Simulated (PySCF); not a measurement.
B(H)2(NHMe) (CH₆BN), SMILES N(C)B. Geometry optimised at B3LYP-D3(BJ)/def2-TZVP.

Computed equilibrium geometry at B3LYP-D3(BJ)/def2-TZVP (PySCF confirms it by a frequency run) as bond lengths and angles, and its point group:
point group Cs.
Atoms: B1 H2 H3 N4 C5 H6 H7 H8 H9. Bonds (Å): B1–H2 1.193, B1–H3 1.194, B1–N4 1.385, N4–C5 1.454, N4–H6 1.009, C5–H7 1.093, C5–H8 1.093, C5–H9 1.088. Bond angles (°): H2–B1–H3 122.1, H2–B1–N4 118.9, H3–B1–N4 119.0, B1–N4–C5 127.1, B1–N4–H6 119.2, C5–N4–H6 113.7, N4–C5–H7 111.4, N4–C5–H8 111.4, N4–C5–H9 109.0, H7–C5–H8 108.2, H7–C5–H9 108.4, H8–C5–H9 108.4.
